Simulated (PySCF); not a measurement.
## Diatomic cations of Pb with the chalcogens

CCSD(T) with double-zeta basis sets in PySCF, for the lowest determinant that a PBE0 search found; no spin–orbit coupling. De refers to high-spin ground-configuration atoms (the charge goes to the atom of lower measured ionisation energy or higher electron affinity, which is not always the lowest computed limit).

```
 M               basis  reference, frozen orbitals  charged atom  state (unpaired electrons)  Re (Å)  ωe (cm⁻¹)  De (eV)
 O  cc-pVDZ-PP/cc-pVDZ                      UHF, 5           Pb+               doublet (π ↑)   2.122        569      n/a
 S            def2-SVP                      UHF, 9           Pb+               doublet (π ↑)   2.511        338      n/a
Se            def2-SVP                     UHF, 13           Pb+               doublet (π ↑)   2.626        222      n/a
```

The shortest bond is that of PbO⁺ (2.122 Å), the longest that of PbSe⁺ (2.626 Å).

The rows differ in basis set, which adds steps of its own.

Down a group the atoms grow and get heavier, so bonds lengthen and wavenumbers fall; this series shows no clear exception.

Correlated steps freeze the inner cores (5 to 13 orbitals); shallow outer-core shells are correlated. Spin–orbit coupling is left out, which matters for elements this heavy, above all for dissociation energies. States were picked by a PBE0 search and need not be the measured ground states.
